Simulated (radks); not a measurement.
Results of a calculation; reference values are marked as such.
How relativity changes the ionisation of neutral palladium ([Kr] 4d10) to Pd+ ([Kr] 4d9). Spin-unpolarised spherical Kohn-Sham, LDA (Slater exchange, Perdew-Wang correlation), point nucleus unless stated (finite: rms radius 4.5318 fm), a radial shooting solver on a logarithmic mesh with Libxc functionals. A level marked "c x" has the speed of light scaled by that factor and shares open shells by 2j + 1; other Dirac levels either fill j = l - 1/2 first or share by 2j + 1.

| level | E(Pd) (hartree) | E(Pd+) (hartree) | IE (eV) | HOMO | <r> HOMO (bohr) |
|---|---|---|---|---|---|
| non-rel. | -4935.34934 | -4934.99930 | 9.525 | 4d | 1.574 |
| scalar-rel. | -5041.13297 | -5040.78799 | 9.387 | 4d | 1.591 |
| scalar-rel., finite nucleus | -5041.03629 | -5040.69132 | 9.387 | 4d | 1.591 |
| Dirac, 2j+1 shares | -5042.18047 | -5041.83533 | 9.392 | 4d5/2 | 1.607 |
| Dirac, low j first | -5042.18047 | -5041.84244 | 9.198 | 4d5/2 | 1.607 |
| Dirac, 2j+1 shares, finite nucleus | -5042.08357 | -5041.73843 | 9.392 | 4d5/2 | 1.607 |
| Dirac, c x 0.85 | -5086.62657 | -5086.28307 | 9.347 | 4d5/2 | 1.619 |
| Dirac, c x 1.5 | -4981.35427 | -4981.00653 | 9.462 | 4d5/2 | 1.588 |
| Dirac, c x 3 | -4946.64326 | -4946.29382 | 9.509 | 4d5/2 | 1.578 |

NIST Atomic Spectra Database: 8.337 eV (measured). The relativistic part of the total energy of Pd is -106.7 hartree (Dirac, 2j+1 shares, finite nucleus), 2.2 % of the non-relativistic value. Spin polarisation and multiplet splitting of open shells are left out at every level.

Beside tabulated values, note that relativity, absent from the non-relativistic runs, is large for the heavy elements, and spin-unpolarised runs miss the spin-polarisation part of the exchange energy of open shells.
